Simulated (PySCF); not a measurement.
A side-by-side comparison of computed properties.

First species: C4H7ClO.
SMILES: `CO/C=C\CCl`

Second species: C6H7NO.
Bonds: C1–N2 (aromatic), N2–O3 (aromatic), O3–C4 (aromatic), C4–C5 (aromatic), C5–C6, C6–C7, C7–C8, C1–C5 (aromatic), C6–C8. Hydrogens: H9 on C1; H10 on C4; H11 on C6; H12, H13 on C7; H14, H15 on C8.

Levels: PBE0/pcSseg-1 for dipole moment, HOMO energy, LUMO energy and HOMO–LUMO gap; GFN2-xTB for rotational constant A and rotational constant C. Geometries: GFN2-xTB. All species are isolated and taken at one optimised geometry, non-relativistic unless stated; the electronic structure was computed with PySCF and density fitting.

The conformers computed, where there is a choice (atom-mapped SMILES and torsion angles):
- `[CH3:1][O:2]/[CH:3]=[CH:4]\[CH2:5][Cl:6]`: C1–O2–C3–C4 180°, C3–C4–C5–Cl6 -110°
- `[cH:1]1[n:2][o:3][cH:4][c:5]1[CH:6]1[CH2:7][CH2:8]1`: C4–C5–C6–C7 -33°

```
             property   column X   column Y
        dipole moment     3.61 D     3.76 D
          HOMO energy   -7.10 eV   -6.72 eV
          LUMO energy   -0.40 eV   -0.01 eV
        HOMO–LUMO gap    6.70 eV    6.71 eV
rotational constant A  6.160 GHz  7.945 GHz
rotational constant C  1.239 GHz  1.091 GHz
```

(1) Which column belongs to which species?

(2) How does each property change from the first species to the second?

Results:

(1) Column X is the second species and column Y the first. The first has 13 atoms and 56 electrons, the second 15 and 58.

(2) dipole moment -0.15 D; HOMO energy -0.38 eV; LUMO energy -0.39 eV; HOMO–LUMO gap -0.01 eV; rotational constant A -1.785 GHz; rotational constant C +0.148 GHz.

On the first: In atomic units the dipole is 1.48 e·bohr (1 au = 2.5417 D).

On the second: The dipole equals about 12.0 × 10⁻³⁰ C·m (1 D = 3.33564 × 10⁻³⁰ C·m).
